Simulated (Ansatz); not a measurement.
InBr₃. Charge 0, multiplicity 1. Geometry PBE0-D4/def2-SVP, basis def2-TZVP, Ansatz.

```csv
atom,x (Å),y (Å),z (Å)
In1,0.000,0.000,0.000
Br2,-0.116,1.693,1.778
Br3,-0.516,0.619,-2.322
Br4,0.632,-2.312,0.544
```

```tsv
run	HOMO (eV)	LUMO (eV)
A	-7.38	-3.81
B	-9.86	-2.28
C	-11.67	0.24
D	-8.74	-3.13
E	-11.11	-1.15
F	-7.44	-3.92
```

In the def2 sets In takes a core potential; there is no spin–orbit coupling.

Problem. The runs used BHLYP, HF, PBE, PBE0, revPBE, ωB97X-V. Estimate which is which.

Solution. A revPBE (0 % exact exchange); B BHLYP (50 % exact exchange); C HF (100 % exact exchange); D PBE0 (25 % exact exchange); E ωB97X-V (range-separated); F PBE (0 % exact exchange). Exact exchange lowers occupied and raises empty levels; among semilocal functionals meta-GGAs tend to open the gap a little, and such runs are hard to tell apart. The gap grows from 3.52 eV (PBE) to 11.91 eV (HF).
